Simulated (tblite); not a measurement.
Species: C7H11BN2.
Atom-mapped SMILES: `[N:1]#[C:2][CH2:3][C:4]#[C:5][C@@H:6]1[CH2:7][CH2:8][B@@H-:9]1[NH3+:10]` (hydrogens: H11, H12 on C3; H13 on C6; H14, H15 on C7; H16, H17 on C8; H18 on B9; H19, H20, H21 on N10)
Bond orders are those of one Lewis drawing.

Computed with GFN2-xTB (tblite), gas phase: L-BFGS steps from a force-field or distance-geometry start until the largest atomic force falls under 0.01 eV/Å.

At the end of the run (lengths in Å): B9–N10 1.629, C6–B9 1.660, C5–C6 1.429, C8–B9 1.629, N10–H19 1.018, C2–C3 1.442, C6–H13 1.090, C6–B9–N10 107.1°, C3–C4–C5 171.7°, C2–C3–C4 103.5°, N1–C2–C3 172.6°, C5–C6–C7–C8 -129°, C6–C7–C8–B9 11°, C7–C8–B9–N10 97°, H18–B9–C6–C5 -105°, H16–C8–B9–N10 -21°.

**Question.** These geometries were met on the way; a selection of coordinates is given. Order them by energy above the end point, lowest first.
A. B9–N10 1.621, C6–B9 1.649, C5–C6 1.434, C8–B9 1.623, N10–H19 1.016, C2–C3 1.440, C6–H13 1.090, C6–B9–N10 111.2°, C3–C4–C5 176.8°, C2–C3–C4 110.4°, N1–C2–C3 177.4°, C5–C6–C7–C8 -120°, C6–C7–C8–B9 -2°, C7–C8–B9–N10 114°, H18–B9–C6–C5 -123°, H16–C8–B9–N10 -2°
B. B9–N10 1.624, C6–B9 1.654, C5–C6 1.433, C8–B9 1.627, N10–H19 1.015, C2–C3 1.443, C6–H13 1.092, C6–B9–N10 108.3°, C3–C4–C5 178.6°, C2–C3–C4 107.6°, N1–C2–C3 174.6°, C5–C6–C7–C8 -119°, C6–C7–C8–B9 -1°, C7–C8–B9–N10 109°, H18–B9–C6–C5 -120°, H16–C8–B9–N10 -6°
C. B9–N10 1.621, C6–B9 1.646, C5–C6 1.430, C8–B9 1.606, N10–H19 1.010, C2–C3 1.445, C6–H13 1.090, C6–B9–N10 111.7°, C3–C4–C5 178.3°, C2–C3–C4 110.7°, N1–C2–C3 178.1°, C5–C6–C7–C8 -118°, C6–C7–C8–B9 -2°, C7–C8–B9–N10 114°, H18–B9–C6–C5 -126°, H16–C8–B9–N10 -1°
D. B9–N10 1.584, C6–B9 1.633, C5–C6 1.444, C8–B9 1.606, N10–H19 1.018, C2–C3 1.464, C6–H13 1.102, C6–B9–N10 113.1°, C3–C4–C5 179.1°, C2–C3–C4 109.4°, N1–C2–C3 179.2°, C5–C6–C7–C8 -118°, C6–C7–C8–B9 -1°, C7–C8–B9–N10 115°, H18–B9–C6–C5 -129°, H16–C8–B9–N10 1°
E. B9–N10 1.537, C6–B9 1.602, C5–C6 1.476, C8–B9 1.593, N10–H19 1.050, C2–C3 1.474, C6–H13 1.121, C6–B9–N10 115.0°, C3–C4–C5 178.7°, C2–C3–C4 108.5°, N1–C2–C3 178.4°, C5–C6–C7–C8 -118°, C6–C7–C8–B9 1°, C7–C8–B9–N10 116°, H18–B9–C6–C5 -130°, H16–C8–B9–N10 1°

**Answer.** B (0.049 eV), A (0.081 eV), C (0.142 eV), D (0.267 eV), E (0.484 eV).

```json
{"step": "28", "E above end (eV)": "0.049", "rms distance from the end, all atoms (Å)": "0.346", "largest force (eV/Å)": "0.103", "rms shift of all bonds from the end (Å)": "0.002"}
{"step": "8", "E above end (eV)": "0.081", "rms distance from the end, all atoms (Å)": "0.392", "largest force (eV/Å)": "0.281", "rms shift of all bonds from the end (Å)": "0.004"}
{"step": "4", "E above end (eV)": "0.142", "rms distance from the end, all atoms (Å)": "0.395", "largest force (eV/Å)": "0.724", "rms shift of all bonds from the end (Å)": "0.007"}
{"step": "1", "E above end (eV)": "0.267", "rms distance from the end, all atoms (Å)": "0.398", "largest force (eV/Å)": "1.709", "rms shift of all bonds from the end (Å)": "0.015"}
{"step": "0", "E above end (eV)": "0.484", "rms distance from the end, all atoms (Å)": "0.400", "largest force (eV/Å)": "2.182", "rms shift of all bonds from the end (Å)": "0.033"}
```

Rows stand in the order of the answer.
